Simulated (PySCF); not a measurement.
## How the method changes the constants of PmB

State: nonet, about 4.7 electrons in the 4f shell (Mulliken), real f orbitals that mix terms. Set-up: PySCF, spin-free X2C with a Gaussian nucleus, basis sets Pm x2c-SVPall, B x2c-SVPall. De refers to Pm (4f5 6s2) + B in their high-spin ground configurations, without counterpoise correction. The functionals are run spin-unrestricted. A positive dipole means Pm(−)B(+). Levels whose curve was spin-contaminated or gave no clean fit are not listed.

```tsv
Level	Re (Å)	ωe (cm⁻¹)	De (eV)	μ (D)
UHF	2.420	445	n/a	-3.74
UHF-MP2	2.321	621	n/a	n/a
UHF-SCS-MP2	2.339	558	n/a	n/a
PBE	2.336	479	2.18	-4.35
r²SCAN	2.327	493	2.55	-4.65
PBE0	2.324	474	1.74	-5.04
```

Problem. What does a quarter of exact exchange do here, going from PBE to PBE0?

Solution. PBE0 less PBE: -1.2 pm in Re, -1.0 % in ωe, -0.44 eV in De. Exact exchange removes part of the self-interaction that spreads semilocal densities, and in most molecules shortens and stiffens the bond and lowers De; here ωe goes the other way.

Problem. What does the step from GGA to meta-GGA do here, going from PBE to r²SCAN?

Solution. r²SCAN less PBE: -0.9 pm in Re, +2.9 % in ωe, +0.37 eV in De. 

Problem. What does second-order correlation do here, going from UHF to UHF-MP2?

Solution. UHF-MP2 less UHF: -9.9 pm in Re, +39.6 % in ωe. Correlation nearly always deepens the well. The bond shortens, as in weak, metallic or heavy-atom bonds, where dispersion and the correlation of outer-core electrons pull the atoms together.

Correlated steps freeze 19 core orbitals. Spin–orbit coupling is left out, which matters for elements this heavy, above all for dissociation energies. The state is the lowest single determinant that the PBE0 search found; with open d or f shells the true ground state can be another one.

The whole job (state search and all levels along the bond) took about 17 min on 2 threads of Arm Neoverse V1 (shared host), peak memory 2.4 GiB.
